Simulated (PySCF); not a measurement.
Ge(Me)(OH)3 (CH₆GeO₃), SMILES [OH][Ge]([OH])([CH3])[OH].

Geometry: PBE-D3(BJ)/def2-SVP. The values are those of a single conformer.

Two levels are set side by side: PBE/def2-TZVP (PySCF) and HF/def2-TZVP (PySCF). Same geometry, gas phase. Differences are taken from unrounded values.

| quantity | PBE |
|---|---|
| orbital gap (eV) | 6.07 |
| highest occupied level (eV) | -6.90 |
| lowest empty level (eV) | -0.84 |
| dipole moment (D) | 0.42 |
| mean polarisability (bohr³) | 53.1 |

**Question.** These are the PBE values. What does HF give? (Estimate from the structure and the level; the computed values follow.)

**Answer.** 
```csv
quantity,HF,PBE minus HF
orbital gap (eV),15.36,-9.29
highest occupied level (eV),-12.34,5.43
lowest empty level (eV),3.02,-3.86
dipole moment (D),0.50,-0.08
mean polarisability (bohr³),45.4,7.7
```

PBE's occupied levels lie high since its potential decays too fast outside the molecule; exact exchange lowers them and widens the gap. PBE's more diffuse valence density responds more strongly to a field. Differences between two approximate levels are no errors against the true value.

Rough cost on one machine, each run with all the roots and properties that it gave: HF against PBE about 1/3.
